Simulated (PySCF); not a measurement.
## Electric properties by functional and basis

Compound: arsenic trifluoride, AsF3.
Numbering: `[F:1][As:2]([F:3])[F:4]`

PySCF, dipoles from the SCF density, polarisabilities from static response with core orbitals frozen. Isolated species at its PBE0-D3(BJ)/def2-SVP geometry, gas phase. Relativistic effects, spin–orbit coupling among them, are left out although an element past zinc is present.

Reference dipole: 2.590 D (measured, gas; NIST CCCBDB Release 22 (SRD 101), experimental dipoles). The anisotropy is √(½[(α1 − α2)² + (α2 − α3)² + (α3 − α1)²]).

```tsv
level	μ (D)	error (%)	α (au)	anisotropy (au)
LDA/def2-SVPD	2.451	-5.4	31.02	3.56
PBE/def2-SVPD	2.415	-6.8	31.24	3.56
B3LYP/def2-SVPD	2.648	+2.2	29.85	3.52
PBE0/def2-SVPD	2.576	-0.6	29.55	3.59
BHandHLYP/def2-SVPD	2.802	+8.2	28.28	3.64
CAM-B3LYP/def2-SVPD	2.697	+4.1	29.50	3.62
wB97X-D/def2-SVPD	2.643	+2.1	29.51	3.39
LC-wPBE/def2-SVPD	2.592	+0.1	29.35	3.73
HF/def2-SVPD	2.875	+11.0	26.75	3.87
PBE0/6-31G*	2.318	-10.5	23.41	4.25
PBE0/def2-SVP	2.524	-2.5	22.42	4.24
PBE0/aug-cc-pVDZ	2.518	-2.8	29.32	3.60
PBE0/def2-TZVP	2.518	-2.8	26.11	3.92
PBE0/def2-TZVPD	2.482	-4.2	30.09	3.50
PBE0/aug-cc-pVTZ	2.485	-4.0	29.97	3.49
```

For the dipole, the smallest error is 0.1% (LC-wPBE/def2-SVPD) and the largest 11.0% (HF/def2-SVPD). The dipole runs from 2.32 D (PBE0/6-31G*) to 2.87 D (HF/def2-SVPD). No reference polarisability is at hand; against PBE0 in the largest diffuse basis at hand (aug-cc-pVTZ) the other PBE0 rows deviate by 6-31G* -22%, def2-SVP -25%, aug-cc-pVDZ -2%, def2-SVPD -1%, def2-TZVP -13%, def2-TZVPD 0%. In one basis (def2-SVPD) the functionals order the polarisability from HF (lowest) to PBE (highest), a spread of 17%. With PBE0 the polarisability is 23.98 au without diffuse functions (mean of 6-31G*, def2-SVP and def2-TZVP) and 29.73 au with them (mean of aug-cc-pVDZ, def2-SVPD, def2-TZVPD and aug-cc-pVTZ). Measured values can belong to vibrating molecules; the computed ones are for one fixed geometry.
